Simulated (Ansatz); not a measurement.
The cluster Ba₅Se₅⁺. Charge 1, multiplicity 2. Geometry PBE-D4/def2-SVP, basis def2-SVP, Ansatz.

```tsv
atom	x (Å)	y (Å)	z (Å)
Ba1	-0.395	2.837	1.747
Ba2	3.059	0.562	0.457
Ba3	-1.345	0.455	-1.823
Ba4	0.949	-3.354	-1.843
Ba5	-1.759	-1.314	2.079
Se6	-1.628	-2.545	-0.777
Se7	1.100	2.417	-1.049
Se8	1.844	-0.495	-2.181
Se9	0.943	0.170	2.584
Se10	-2.769	1.266	0.805
```

```tsv
run	HOMO (eV)	LUMO (eV)
A	-7.04	-6.26
B	-7.78	-5.71
C	-6.72	-6.27
D	-6.94	-6.45
```

In the def2 sets Ba takes a core potential; there is no spin–orbit coupling. Another isomer (doublet) lies 0.15 eV lower at PBE0-D4/def2-SVP; other spin states weren't run for this one.

HOMO and LUMO are taken over both spins.

**Question.** The runs used BLYP, PBE, PBE0, r2SCAN. Estimate which is which.

**Answer.** A r2SCAN (0 % exact exchange); B PBE0 (25 % exact exchange); C BLYP (0 % exact exchange); D PBE (0 % exact exchange). Exact exchange lowers occupied and raises empty levels; among semilocal functionals meta-GGAs tend to open the gap a little, and such runs are hard to tell apart. The gap grows from 0.45 eV (BLYP) to 2.07 eV (PBE0).
